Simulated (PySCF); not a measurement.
**Correlation energy of Ti (titanium, neutral)**

[Ar] 3d4, high-spin 5D determinant (an excited configuration). Calculation: PySCF 2.14, in x2c-TZVPPall (6s5p4d2f1g, 64 functions); scalar relativity by spin-free X2C-1e. Frozen: [Ne]; 12 electrons correlated.

```csv
level,correlation energy (mhartree)
CCSD,-340.58
(T),-12.30
CCSD(T),-352.88
```

Diagnostics: T1 = 0.018, D1 = 0.0567, largest double amplitude 0.056.

**Question.** Is a single reference adequate?

**Answer.** Yes: T1 lies below 0.03 and no double amplitude reaches 0.07.

This basis was not built for core-valence correlation, so the inner-shell part is incomplete.
